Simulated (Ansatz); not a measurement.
Relaxation of C3H9BO (14 atoms, charge 0, multiplicity 1), to a largest force component of 0.02 eV/Å in at most 50 steps.

These are results of Ansatz 0.2.0, RKS r2SCANh-D4/6-31G, not measurements.

```xyz
14
Properties=species:S:1:pos:R:3
C -1.445 0.999 0.835
C -0.344 0.621 -0.085
C 0.256 -0.688 0.381
B 1.577 -1.145 -0.536
O 1.922 -0.373 -1.708
H -2.287 0.282 0.822
H -1.903 1.998 0.457
H -1.092 1.216 1.855
H 2.236 -0.229 -0.227
H -0.726 0.503 -1.096
H 0.661 -0.565 1.452
H -0.458 -1.486 0.410
H 2.032 -2.125 -0.286
H 1.363 -0.715 -2.427
```

**Question.** Where does it end, and by what steps?

**Answer.** It converged. Limits of this set-up: no polarisation functions. After 34 steps the energy has fallen by 6.122 eV; H7 moved furthest, 1.76 Å. Parted: C3–B4.

```
step  energy less start (eV)  largest force component (eV/Å)  accepted
   0                  0.0000                           5.620       yes
   2                 -3.5997                           1.931       yes
   4                 -4.5034                           2.489       yes
   6                 -5.3001                           2.206       yes
   8                 -5.8981                           0.648       yes
  10                 -5.9846                           0.598       yes
  12                 -6.0146                           0.133       yes
  14                 -6.0405                           0.368       yes
  16                 -6.0664                           0.272       yes
  18                 -6.0903                           0.242       yes
  20                 -6.1015                           0.136       yes
  22                 -6.1052                           0.257        no
  24                 -6.1117                           0.171       yes
  26                 -6.1163                           0.161       yes
  28                 -6.1202                           0.164       yes
  30                 -6.1214                           0.102       yes
  32                 -6.1220                           0.035       yes
  34                 -6.1221                           0.013       yes
```

```xyz
14
Properties=species:S:1:pos:R:3
C -0.956 1.102 0.447
C -1.024 -0.364 0.154
C -0.515 -1.331 0.930
B 1.945 -0.416 -0.579
O 1.592 0.420 -1.618
H -1.958 1.549 0.462
H -0.378 1.617 -0.330
H -0.477 1.294 1.411
H 2.191 0.118 0.456
H -1.519 -0.641 -0.777
H -0.012 -1.100 1.865
H -0.587 -2.379 0.661
H 2.085 -1.593 -0.756
H 1.406 0.019 -2.482
```

The run took 2.2 min on 1 thread of Intel(R) Xeon(R) Platinum 8488C (Sapphire Rapids) (shared host), peak memory 0.18 GiB.
